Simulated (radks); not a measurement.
Results of a calculation; reference values are marked as such.
Task: The mean radii <r> (bohr) of the occupied orbitals of an atom or ion are listed with their occupations. Code: a radial shooting solver on a logarithmic mesh with Libxc functionals. Model: Dirac Kohn-Sham, PBE, spin-unpolarised, spherical densities, finite nucleus; Fermi nuclear charge, rms radius of each element as measured or else 0.836 A^(1/3) + 0.57 fm.

orbital  occ.      <r>
1s1/2       2  0.04700
2s1/2       2   0.2098
2p1/2       2   0.1812
2p3/2       4   0.1848
3s1/2       2   0.6236
3p1/2       2   0.6385
3p3/2       4   0.6490
3d3/2       4   0.7143
3d5/2       6   0.7188

Name the element and its charge. Open shells, if any, fill j = l - 1/2 first.

Result: Z = 32, germanium, charge +4: Ge4+ in [Ar] 3d10. The 1s radius gives Z: for a bare nucleus <r> = (2 gamma + 1)/(2Z) with gamma = sqrt(1 - (Z/c)^2), 0.04601 bohr for Z = 32, and screening makes it slightly larger (0.04700 here). The occupations add up to 28, and the charge is Z minus that.
